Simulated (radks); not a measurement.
Values are calculated unless marked as measured or tabulated.
Problem. Species: Bi52+. Configuration: [Ar] 3d10 4s2 4p1. Level of theory: scalar-relativistic Kohn-Sham, exchange-only LDA, spin-polarised, spherical densities, point nucleus; open shells are filled with parallel spins first (spin-orbit coupling, left out, can overturn this in heavy ions) (a radial shooting solver on a logarithmic mesh with Libxc functionals). Some entries of the table are withheld. Estimate them.

| orbital | occ. | eigenvalue (eV) | <r^2> (bohr^2) | r(max) (bohr) |
|---|---|---|---|---|
| 1s up | 1 | -93506.52 | 0.0003462 | 0.009660 |
| 1s down | 1 | -93505.13 | 0.0003462 | 0.009660 |
| 2s up | 1 | -19127.19 | 0.005226 | 0.05616 |
| 2s down | 1 | -19126.33 | 0.005226 | 0.05616 |
| 2p up | 3 | -16781.50 | 0.004465 | 0.04686 |
| 2p down | 3 | -16780.35 | 0.004465 | 0.04686 |
| 3s up | 1 | -6635.129 | 0.03253 | 0.1571 |
| 3s down | 1 | -6633.723 | 0.03251 | 0.1571 |
| 3p up | 3 | -5959.845 | 0.03341 | 0.1570 |
| 3p down | 3 | -5958.279 | 0.03339 | 0.1570 |
| 3d up | 5 | -5310.122 | 0.02723 | (1) |
| 3d down | 5 | -5308.729 | 0.02721 | (2) |
| 4s up | 1 | (3) | 0.1251 | (4) |
| 4s down | 1 | (5) | 0.1250 | (6) |
| 4p up | 1 | -2993.506 | 0.1337 | 0.3416 |
| 4p down | 0 | -2986.257 | 0.1337 | 0.3414 |

Solution. 
(1) 3d up r(max) (bohr): 0.1272
(2) 3d down r(max) (bohr): 0.1272
(3) 4s up eigenvalue (eV): -3249.703
(4) 4s up r(max) (bohr): 0.3306
(5) 4s down eigenvalue (eV): -3242.528
(6) 4s down r(max) (bohr): 0.3304
